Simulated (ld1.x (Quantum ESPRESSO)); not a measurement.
# An all-electron radial function and its pseudo partner (V)

Columns: radius, all-electron u(r) and pseudo u(r) of the 3s shell (level -77.83 eV) of vanadium in the configuration [Ne] 3s2 3p6 3d3 4s1 4p0; PBE, scalar-relativistic, RRKJ scheme, ld1.x (Quantum ESPRESSO) 7.5.

| r (bohr) | all-electron | pseudo |
| --- | --- | --- |
| 0.120 | -0.2732 | 0.0362 |
| 0.240 | -0.5734 | 0.1506 |
| 0.360 | -0.0979 | 0.3728 |
| 0.480 | 0.4852 | 0.6635 |
| 0.600 | 0.8976 | 0.9367 |
| 0.720 | 1.1022 | 1.1100 |
| 0.840 | 1.1449 | 1.1514 |
| 0.960 | 1.0854 | 1.0880 |
| 1.080 | 0.9729 | 0.9729 |
| 1.200 | 0.8401 | 0.8401 |
| 1.320 | 0.7068 | 0.7068 |
| 1.440 | 0.5836 | 0.5836 |
| 1.560 | 0.4751 | 0.4751 |
| 1.680 | 0.3827 | 0.3827 |
| 1.800 | 0.3056 | 0.3056 |
| 1.920 | 0.2425 | 0.2425 |
| 2.040 | 0.1914 | 0.1914 |
| 2.160 | 0.1504 | 0.1504 |
| 2.280 | 0.1177 | 0.1177 |
| 2.400 | 0.0918 | 0.0918 |
| 2.520 | 0.0715 | 0.0715 |
| 2.640 | 0.0555 | 0.0555 |
| 2.760 | 0.0430 | 0.0430 |
| 2.880 | 0.0333 | 0.0333 |
| 3.000 | 0.0257 | 0.0257 |
| 3.120 | 0.0198 | 0.0198 |

**Question.** How many radial nodes do the two functions have?

**Answer.** The all-electron 3s function has n − l − 1 = 2 (the table is too coarse to show those close to the nucleus); the pseudo-wave has 0, since the states of the same l below it are removed with the core.

**Question.** At about which radius was the pseudo-wave matched?

**Answer.** 1.10 bohr, where the columns begin to agree (steps of 0.12 bohr).

**Question.** Where does each function peak?

**Answer.** Outermost all-electron maximum near 0.84 bohr, pseudo maximum near 0.84 bohr (to the table’s step).

**Question.** Is the pseudo-wave norm-conserving?

**Answer.** Yes: the RRKJ scheme keeps the norm inside the radius equal to the all-electron one, which fixes the energy derivative of the logarithmic derivative at the level.
